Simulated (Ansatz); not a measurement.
A search over several starts for the lowest SCF solution of B₈⁻ at the given spin, in a small basis.

```yaml
crystal:
  periodic: [false, false, false]
  atoms:
    - {symbol: B, position_ang: [-1.415882, -0.134293, 1.128490]}
    - {symbol: B, position_ang: [0.217427, -0.142730, 1.248224]}
    - {symbol: B, position_ang: [1.277143, -0.610467, -0.900959]}
    - {symbol: B, position_ang: [-0.102718, -0.508378, -1.689483]}
    - {symbol: B, position_ang: [-1.114185, -0.418278, -0.455920]}
    - {symbol: B, position_ang: [-0.888911, 1.214453, 0.499047]}
    - {symbol: B, position_ang: [1.665016, -0.145547, 0.572143]}
    - {symbol: B, position_ang: [0.362100, 0.745240, -0.401550]}
basis:
  gaussian: {orbitals: def2-SVP, initial_orbitals: start.molden}
total_charge: -1
magnetization: {spin_polarized: true, initial_magnetization: 1}
hamiltonian: {xc: pbe, dispersion: d4}
output: {orbitals: {seedname: orbitals}}
```

The file start.molden holds the orbitals of an earlier run on this structure, at another level or in another basis.

```sh
$ ansatz run in.yaml --threads 4 --pin off --events-out ev --progress --plain --max-ram 4787MiB
```

Output, abridged:

```
Functional definition: PBE
1232 factors; their error is unknown
mean field evaluation 1: about -5391.5841 eV, gradient 2.2e0 eV
mean field evaluation 2: about -5391.6336 eV, gradient 5.3e-2 eV
mean field evaluation 4: about -5391.5925 eV, gradient 1.2e-4 eV
mean field evaluation 8: about -5384.2182 eV, gradient 3.2e1 eV
mean field evaluation 16: about -5391.6328 eV, gradient 1.9e-1 eV
mean field evaluation 32: about -5391.5925 eV, gradient 1.5e-4 eV
mean field evaluation 64: about -5390.2352 eV, gradient 2.3e0 eV
mean field -5391.59247151 eV, -198.1373687755 hartree, gradient 2.0e-5 eV, S^2 0.804117; 9 other end points of the search recorded, 0 dependent functions left out
reference -5391.59250370 eV, -198.1373699585 hartree; 21, 20 occupied and 91, 92 virtual orbitals, 1232 factors
Total energy: -5391.92549967 eV, -198.1496073347 hartree
```

Run time 5.5 s (4 threads of Arm Neoverse V1 on a shared host).

Another isomer (doublet) lies 2.04 eV lower at PBE0-D4/def2-TZVPD; other spin states weren't run for this one.
